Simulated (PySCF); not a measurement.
C₂H₇FO₂Sn, SMILES C[CH2][Sn]([OH])([OH])[F]. The structure is a stationary point at B3LYP-D3(BJ)/def2-SVP. The structure was generated by enumeration; whether it is a known compound was not checked. The def2 effective core potentials stand for the cores of Sn; spin–orbit coupling is left out. One conformer was computed; it need not be the lowest.

Task: Give the equilibrium geometry at B3LYP-D3(BJ)/def2-SVP (PySCF confirms it by a frequency run) as Cartesian coordinates in Å. (The exact figures need the calculation; the answer reports its results.)

Result: Several could match; the one computed here: 
```xyz
13

C     -2.7805     0.2329     0.1822
C     -1.7375    -0.2762    -0.8127
Sn     0.2635    -0.0308    -0.0658
O      1.1694     1.7117    -0.3789
O      1.4545    -1.4895    -0.6762
F      0.2179    -0.0893     1.8888
H     -2.6899     1.3179     0.3469
H     -2.6822    -0.2585     1.1617
H     -3.7986     0.0399    -0.1944
H     -1.7768     0.2554    -1.7753
H     -1.8402    -1.3523    -1.0185
H      1.3867     2.1242     0.4709
H      2.3835    -1.3013    -0.4788
```
